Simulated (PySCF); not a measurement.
Correlation energy of Mn⁺ (manganese, charge +1)

[Ar] 3d4 4s1 4p1, one real determinant (an excited configuration). Computed with PySCF 2.14 in aug-cc-pwCVTZ (10s9p7d4f3g, 127 functions), with no relativity, point nucleus. Frozen: [Ar]; 6 electrons correlated.

MP2 pair energies summed by pair of shells (mhartree):

| pair | energy | share (%) |
| --- | --- | --- |
| 3d-3d | -44.26 | 68.7 |
| 3d-4s | -11.07 | 17.2 |
| 3d-4p | -6.68 | 10.4 |
| 4s-4p | -2.43 | 3.8 |

Total MP2 correlation energy: -64.44 mhartree.

Same-spin part -64.44 and opposite-spin part 0.00 mhartree; SCS-MP2 scales them by 1/3 and 6/5 to -21.48 mhartree.

The reference is one real determinant that mixes LS terms of this configuration.
